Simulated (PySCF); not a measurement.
ZrOCl₂, SMILES [O]=[Zr]([Cl])[Cl], multiplicity 1. Heavy atoms are numbered as in [Zr:1](=[O:2])([Cl:3])[Cl:4].

The structure is a stationary point at B3LYP-D3(BJ)/def2-SVP. The spin state was assumed, not searched. The def2 effective core potentials stand for the cores of Zr; spin–orbit coupling is left out.

Computed with ωB97X/def2-TZVPD (PySCF).

Mulliken values depend strongly on the basis, most of all with diffuse functions as here. ESP charges are fitted to the potential on shells at 1.4 to 2.0 van der Waals radii. Atomic charges (e), one atom of each kind:

```json
[
 {"atom": "Zr1", "Mulliken": "1.70", "ESP fit": "___"},
 {"atom": "O2", "Mulliken": "-0.69", "ESP fit": "___"},
 {"atom": "Cl3", "Mulliken": "-0.51", "ESP fit": "___"}
]
```

### Question
Complete the blanks. (Estimate from the structure and the level; the computed values follow.)

### Answer

- Zr1, ESP fit: 1.44
- O2, ESP fit: -0.63
- Cl3, ESP fit: -0.40
